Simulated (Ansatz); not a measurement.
Mulliken charges of CH3F2ISi, SMILES `C[Si](F)(F)I` from r2SCAN/def2-TZVPP in Ansatz (PBE0-D4/def2-TZVP geometry).

| atom | x (Å) | y (Å) | z (Å) | charge (e) |
| --- | --- | --- | --- | --- |
| C1 | -0.715 | -0.433 | 0.600 | -0.323 |
| Si2 | 0.623 | 0.182 | -0.496 | 0.792 |
| F3 | 2.043 | -0.226 | 0.078 | -0.296 |
| F4 | 0.514 | -0.480 | -1.932 | -0.296 |
| I5 | 0.593 | 2.585 | -0.777 | -0.162 |
| H6 | -0.650 | -1.521 | 0.686 | 0.096 |
| H7 | -0.623 | 0.005 | 1.595 | 0.095 |
| H8 | -1.692 | -0.169 | 0.192 | 0.095 |

By hand: the dipole of these point charges (1 e Å = 4.8032 D).

Σ q r = (-0.411, -0.087, 0.324) e Å, of length 0.531 e Å = 2.55 D.

How does the dipole of the full density compare? (An estimate is asked.)

Ansatz gave: (-0.343, -0.093, 0.273) e Å, 2.15 D; the point charges give 1.19 times that, at 3° from its direction.

Point charges leave out the atoms' own dipoles, such as those of lone pairs, and Mulliken's split depends on the basis, so the two needn't agree.
